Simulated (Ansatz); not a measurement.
In₉P₉H₂₆, a nanocrystal cut from wurtzite InP (hydrogen-capped), relaxed as a singlet with RKS PBE-D4/def2-SVP in Ansatz, starting from the GFN2-xTB geometry. Force threshold 0.03 eV/Å.

In the def2 sets In takes a core potential; there is no spin–orbit coupling. Single mean-field runs in def2-SVP are fitted with def2-universal-jkfit.

Start:

```tsv
atom	x (Å)	y (Å)	z (Å)
P1	-3.300	2.301	-0.669
In2	-1.590	2.748	1.233
P3	-2.704	1.118	3.107
In4	1.571	2.814	-1.103
P5	0.365	1.243	0.558
In6	2.130	1.135	2.406
In7	-1.729	-1.204	3.849
P8	0.736	-0.367	4.193
P9	3.707	-0.738	1.539
In10	-4.192	-0.086	-1.498
In11	-0.547	0.664	-4.520
P12	1.571	1.311	-3.206
P13	-1.913	-0.593	-2.581
In14	-0.215	-1.006	-0.685
P15	-1.435	-2.254	1.488
In16	2.964	-0.846	-3.422
P17	1.935	-2.250	-1.379
In18	2.989	-3.202	0.767
H19	-4.102	3.426	-0.815
H20	-2.460	2.625	-1.734
H21	-1.186	4.277	1.922
H22	-3.399	1.711	4.152
H23	-3.851	0.709	2.430
H24	0.479	4.136	-1.302
H25	3.166	2.964	-0.461
H26	2.602	2.635	3.113
H27	-2.494	-2.006	5.184
H28	1.008	-0.180	5.541
H29	1.431	-1.571	4.107
H30	3.983	-0.167	0.297
H31	4.981	-0.514	2.048
H32	-5.431	0.215	-2.627
H33	-4.435	-0.987	-0.042
H34	-1.523	2.031	-4.844
H35	-0.194	-0.602	-5.611
H36	2.211	2.108	-4.149
H37	-2.021	-1.929	-2.955
H38	-2.714	-2.700	1.163
H39	-0.924	-3.525	1.735
H40	4.583	-0.596	-2.931
H41	2.450	-1.746	-4.779
H42	1.277	-3.346	-1.929
H43	1.795	-3.683	1.921
H44	4.426	-4.072	0.491
```

(1) Estimate the energy that the relaxation releases and the steps that it takes.

(2) Does the start keep its bonding and symmetry?

(3) Predict the relaxed structure.

Results:

(1) 18.8 kcal/mol, in 10 steps; 66 s on 2 threads of AMD EPYC 7R13 on a shared host and a share (18 GiB) of an NVIDIA H100 80GB HBM3. No frequencies were taken in this run, so the end may be a saddle point.

(2) By distances, no bond broke or formed. The bond that changes most is In14–P15, from 2.79 to 2.68 Å (atoms count from 1). Point group Cs at the start, Cs at the end, both within 0.05 Å.

(3) 
Cartesian coordinates in Å:
```
P -3.209 2.440 -0.765
In -1.529 2.672 1.199
P -2.783 0.973 2.870
In 1.679 2.801 -1.478
P 0.449 1.321 0.394
In 2.062 1.116 2.327
In -1.708 -1.224 3.747
P 0.796 -0.575 3.997
P 3.795 -0.599 1.440
In -4.246 0.052 -1.374
In -0.879 0.801 -4.381
P 1.526 1.058 -3.393
P -1.955 -0.636 -2.394
In -0.229 -0.939 -0.564
P -1.437 -2.296 1.403
In 3.171 -0.952 -3.106
P 1.826 -2.275 -1.204
In 3.057 -3.116 0.925
H -4.169 3.496 -0.666
H -2.488 2.913 -1.907
H -1.391 4.181 2.038
H -3.436 1.618 3.968
H -3.949 0.484 2.198
H 0.564 4.129 -1.712
H 3.305 2.941 -0.849
H 2.593 2.456 3.289
H -2.480 -2.062 5.048
H 1.051 -0.320 5.382
H 1.443 -1.849 3.901
H 4.276 -0.021 0.222
H 4.990 -0.478 2.219
H -5.478 0.299 -2.571
H -4.473 -0.695 0.197
H -1.692 2.342 -4.203
H -0.907 -0.239 -5.777
H 2.172 1.776 -4.458
H -2.112 -1.994 -2.825
H -2.735 -2.733 0.995
H -0.818 -3.570 1.596
H 4.570 -0.370 -2.228
H 3.172 -2.003 -4.494
H 1.208 -3.433 -1.782
H 1.909 -3.462 2.206
H 4.490 -4.027 0.569
```
Bond lengths (bridged metal pairs left out): 23 × In–P 2.53 to 2.69 Å; 13 × H–In 1.73 to 1.75 Å; 13 × H–P 1.43 to 1.44 Å.
